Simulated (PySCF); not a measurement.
CdH6OSi2. Atoms are numbered in the order given.

```xyz
10

Cd    -0.1438     0.0758     0.3356
Si    -1.7216     1.3630     1.7377
H     -2.4232     0.4580     2.7144
H     -2.7585     2.0268     0.8720
H     -0.9926     2.4284     2.5115
O      1.1621    -1.0114    -0.7149
Si     1.6124    -1.1407    -2.3070
H      0.4644    -1.5517    -3.2048
H      2.6952    -2.1808    -2.4434
H      2.1504     0.1593    -2.8670
```
Charge 0, spin multiplicity 1.

Coordinates come from a PBE-D3(BJ)/def2-SVP optimisation. The structure was generated by enumeration; whether it is a known compound was not checked. The def2 effective core potentials stand for the cores of Cd; spin–orbit coupling is left out. The values are those of a single conformer.

Level of theory: PBE-D3(BJ)/def2-SVP run with PySCF.

Frequencies are harmonic and unscaled.

A small imaginary wavenumber (i) marks a very flat motion, where grid noise or a shallow saddle decides the sign.

Computed vibrational spectrum:
```csv
mode,ν (cm⁻¹),IR (km/mol),moving atoms (share of kinetic energy)
1,16i,0.1,H 86 %
2,35,0.0,"H 77 %, Si 14 %"
3,50,0.3,"Si 57 %, Cd 22 %, H 17 %"
4,98,7.0,"O 50 %, Cd 26 %, Si 14 %, H 11 %"
5,112,5.1,"O 36 %, Si 30 %, Cd 23 %, H 11 %"
6,286,1.6,"Si 74 %, O 9 %, H 8 %"
7,433,38.9,"O 40 %, Cd 25 %, Si 24 %, H 11 %"
8,455,1.8,"H 89 %, Si 10 %"
9,456,1.5,"H 88 %, Si 10 %"
10,700,47.5,"H 84 %, Si 10 %"
11,706,40.3,"H 80 %, Si 10 %, O 10 %"
12,810,447.3,"H 90 %, Si 9 %"
13,904,29.9,H 98 %
14,904,30.1,H 98 %
15,911,74.2,H 96 %
16,917,68.6,H 95 %
17,952,333.2,"O 73 %, Si 20 %"
18,977,443.0,"H 89 %, Si 11 %"
19,2105,191.2,H 96 %
20,2111,145.5,H 98 %
21,2147,223.2,H 97 %
22,2151,19.7,H 99 %
23,2169,66.3,H 96 %
24,2169,66.2,H 96 %
```
